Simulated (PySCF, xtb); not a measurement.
C2H6GeO2, SMILES CC(=O)[O][GeH3].

Harmonic wavenumbers (cm⁻¹) from xtb with GFN2-xTB at its own minimum, in rising order: 39, 118, 156, 240, 298, 484, 550, 567, 615, 696, 726, 791, 812, 957, 1003, 1009, 1270, 1367, 1441, 1443, 1715, 2002, 2085, 2101, 3024, 3043, 3064.

What does PBE-D3(BJ)/def2-SVP in PySCF 2.14.0 give at its own minimum? (Estimate from the structure and the level; the computed values follow.)

72, 121, 137, 202, 325, 529, 553, 598, 621, 713, 805, 834, 849, 930, 971, 1009, 1262, 1333, 1387, 1395, 1744, 2107, 2124, 2133, 2994, 3078, 3126. Paired by order, the mean absolute difference is 34 cm⁻¹ and the zero-point energies are 45.2 and 45.7 kcal/mol.
